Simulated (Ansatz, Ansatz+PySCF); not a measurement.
```xyz
7

C     0.0000    0.0145   -0.6350
C     0.0000   -0.0388    0.7272
H     0.8590    0.0136    1.2473
H    -0.8590    0.0136    1.2473
H     0.0000    0.9753   -0.9807
H     0.8201   -0.4285   -1.0335
H    -0.8201   -0.4285   -1.0335
```

Basis set: def2-SVP (spherical functions). Correlated methods keep 2 orbitals frozen. Correlation on ROHF uses semicanonical orbitals with singles. Charge 0, multiplicity 2.

Computed with Ansatz (development build ahead of 0.2.0); each method stands on the lowest determinant of its kind that the runs found.

**Question.** Give the atomization energy at this shape (free ground-state atoms in the same class of orbitals less the molecule, no zero-point energy) of doublet C2H5 by UHF-CCSD(T), ROHF-MP2, UHF-MP2, UHF, ROHF.

**Answer.**

```tsv
method	atomization energy
UHF-CCSD(T)	2318.9 kJ/mol
ROHF-MP2	2320.8 kJ/mol
UHF-MP2	2318.7 kJ/mol
UHF	1886.1 kJ/mol
ROHF	1896.8 kJ/mol
```

Caution: the shape is not the minimum.
